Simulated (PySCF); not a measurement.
Species: C5H6N2O2.
SMILES with atom numbers: `[CH3:1][C:2](=[O:3])[c:4]1[n:5][o:6][c:7]([CH3:8])[n:9]1`

Cartesian coordinates in Å at the GFN2-xTB level; atoms count from 1:
```
atom  x, y, z in Å
C1    -2.5331    0.5668    0.0439
C2    -1.9205   -0.5637    0.8171
O3    -2.5383   -1.3463    1.4905
C4    -0.4433   -0.6335    0.6736
N5     0.3181   -1.5267    1.2461
O6     1.5751   -1.2288    0.8546
C7     1.4945   -0.1531    0.0534
C8     2.7140    0.4224   -0.5431
N9     0.2708    0.2506   -0.0888
H10   -2.2876    0.4569   -1.0102
H11   -2.1012    1.5074    0.3787
H12   -3.6106    0.5747    0.1823
H13    3.2168   -0.3285   -1.1500
H14    2.4432    1.2752   -1.1570
H15    3.3976    0.7347    0.2445
```

NICS is the negative of the GIAO shielding at a point without a nucleus: at the ring centre (0) and 1 Å above and below it (1); zz is the component along the ring normal. Level: GIAO PBE0/pcSseg-1 (PySCF, non-relativistic, gas phase) on the GFN2-xTB geometry, one conformer.

Ring bond lengths (Å), with Mayer bond orders in brackets: C4–N5 1.306 (1.64), N5–O6 1.350 (1.00), O6–C7 1.344 (1.08), C7–N9 1.296 (1.66), N9–C4 1.369 (1.23).

Problem. What do the NICS probes read (ppm)?

Solution. 
```csv
ring,type,NICS(0),"NICS(1), two faces","NICS(1)zz, two faces",rms pucker (Å),"centre to ring atoms, mean (Å)"
C4–N5–O6–C7–N9,5-membered ring with 2 N and O; formal bonds all aromatic,-10.7,-10.9 / -10.9,-26.6 / -26.6,0.00,1.13
```

Problem. What can be read from them?

Solution. 
- C4–N5–O6–C7–N9: mean NICS(1)zz -26.6 ppm, shielded. For a flat ring without four-coordinate atoms the NICS criterion counts such a value as aromatic.

Problem. And the bond-length index? Use HOMA with the parameters of Krygowski (1993).

Solution. 
- C4–N5–O6–C7–N9: HOMA 0.62; the largest term is that of O6–C7, α(R − Ropt)² = 0.98.

Problem. What is the mean of the two in-plane components of NICS at the first NICS(1) probe listed for ring C4–N5–O6–C7–N9, 1 Å off the ring?

Solution. The isotropic value is a third of the trace: (3 × -10.9 − (-26.6))/2 = -3.1 ppm.

Problem. What are the shieldings of the ring atoms and their hydrogens in the same run (means over atoms taken as equivalent)?

Solution. 
```json
{"atoms": "C4", "environment": "substituted aromatic carbon", "σ isotropic (ppm)": "17.6"}
{"atoms": "N5", "environment": "pyridine-type nitrogen", "σ isotropic (ppm)": "-156.6"}
{"atoms": "O6", "environment": "ring oxygen", "σ isotropic (ppm)": "-88.1"}
{"atoms": "C7", "environment": "substituted aromatic carbon", "σ isotropic (ppm)": "2.3"}
{"atoms": "N9", "environment": "pyridine-type nitrogen", "σ isotropic (ppm)": "-15.3"}
```
